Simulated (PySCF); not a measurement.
# How the method changes the constants of RbBe

State: ²Σ⁺ (doublet), unpaired electrons σ ↑. Set-up: PySCF, spin-free X2C with a Gaussian nucleus, basis sets Rb x2c-SVPall, Be x2c-SVPall. De refers to Rb + Be in their ground configurations, without counterpoise correction. The functionals are run spin-unrestricted. A positive dipole means Rb(−)Be(+). Levels whose curve was spin-contaminated or gave no clean fit are not listed.

```tsv
Level	Re (Å)	ωe (cm⁻¹)	De (eV)	μ (D)	CPU s a point (SCF and correlation, without the integrals)
PBE	3.499	156	0.381	-3.63	0.79
r²SCAN	3.557	153	0.412	-4.14	0.92
r²SCANh	3.558	152	0.387	-4.23	1.1
PBE0	3.525	152	0.305	-3.99	1.5
M06-2X	3.597	134	0.199	-2.18	1.2
LC-ωPBE	3.527	147	0.188	-5.90	1.9
```

What does the step from GGA to meta-GGA do here, going from PBE to r²SCAN?

r²SCAN less PBE: +5.8 pm in Re, -1.9 % in ωe, +0.03 eV in De. 

The bond is weak. Basis-set superposition, not corrected here, can be much of De in a small basis, most of all at correlated wavefunction levels. Functionals without a dispersion term scatter widely for such bonds, and LDA overbinds them. Spin–orbit coupling is left out. The state was picked by a PBE0 search and need not be the measured ground state.

The whole job (state search and all levels along the bond) took about 3.8 min on 1 thread of Oxide Virtual Turin-like (shared host), peak memory 0.96 GiB.
